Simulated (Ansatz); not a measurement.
Ansatz results at the PBE0-D4/def2-TZVP geometry: HOMO–LUMO gap (PBE/def2-TZVPP) 3.41 eV; HOMO energy (PBE0/def2-TZVPP) -6.70 eV; HOMO–LUMO gap (B3LYP/def2-TZVPP) 4.90 eV.

Each molecule was computed in one conformer, which needn't be the lowest.

Problem. Which molecule gave them?
A. `CC1[SiH2]B1O`
B. `C=N[SiH](O)F`
C. `C=CC1[SiH2]B1F`
D. `N[SiH](F)[O][SnH3]`

Solution. C. The others give `N[SiH](F)[O][SnH3]`: 5.04, -7.81, 6.79; `CC1[SiH2]B1O`: 3.54, -6.37, 5.20; `C=N[SiH](O)F`: 3.65, -7.58, 5.74.

B3LYP here is the variant with VWN-RPA as its local correlation; programs differ in this.
